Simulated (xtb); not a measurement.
CH10FNSi3, SMILES [Si@H](N[SiH3])(C)[SiH2]F. All values are semi-empirical tight-binding results from xtb (GFN2-xTB unless named), good for trends rather than for accurate numbers. Coordinates come from a GFN2-xTB optimisation. The structure was generated by enumeration; whether it is a known compound was not checked. The values are those of a single conformer.

Optimised geometry:

Bonds (Å): C1–Si2 1.901, C1–H7 1.086, C1–H8 1.085, C1–H9 1.086, Si2–N3 1.740, Si2–Si5 2.302, Si2–H10 1.482, N3–Si4 1.735, N3–H11 1.008, Si4–H12 1.465, Si4–H13 1.460, Si4–H14 1.468, Si5–F6 1.618, Si5–H15 1.465, Si5–H16 1.462. Bond angles (°): Si2–C1–H7 111.4, Si2–C1–H8 111.1, Si2–C1–H9 111.7, H7–C1–H8 107.4, H7–C1–H9 107.5, H8–C1–H9 107.5, C1–Si2–N3 105.7, C1–Si2–Si5 111.4, C1–Si2–H10 107.2, N3–Si2–Si5 109.1, N3–Si2–H10 109.4, Si5–Si2–H10 113.8, Si2–N3–Si4 129.5, Si2–N3–H11 114.4, Si4–N3–H11 113.9, N3–Si4–H12 105.8, N3–Si4–H13 106.1, N3–Si4–H14 111.8, H12–Si4–H13 112.8, H12–Si4–H14 109.7, H13–Si4–H14 110.6, Si2–Si5–F6 108.0, Si2–Si5–H15 115.7, Si2–Si5–H16 119.2, F6–Si5–H15 102.0, F6–Si5–H16 102.1, H15–Si5–H16 107.6.

- orbital gap: 4.29 eV
- dipole moment: 2.50 D
- zero-point energy: 65.1 kcal/mol
- G − E(el) at 298.15 K (modified RRHO): 41.5 kcal/mol
- static polarisability (D4 model): 109.3 bohr³
- solvation energy, GFN2-xTB/ALPB(water): -0.6 kcal/mol
- solvation energy, GFN2-xTB/ALPB(ether): -5.0 kcal/mol

### Question
Give the atomic charges and the Wiberg bond orders between heavy atoms. (Estimate from the structure and the level; the computed values follow.)

### Answer
charges (e) C1 -0.21, Si2 0.43, N3 -0.46, Si4 0.48, Si5 0.46, F6 -0.30, H7 0.02, H8 0.01, H9 0.02, H10 -0.09, H11 0.15, H12 -0.11, H13 -0.11, H14 -0.11, H15 -0.10, H16 -0.09. Bond orders C1–Si2 0.89, Si2–N3 1.07, N3–Si4 1.06, Si2–Si5 0.80, Si5–F6 1.09.
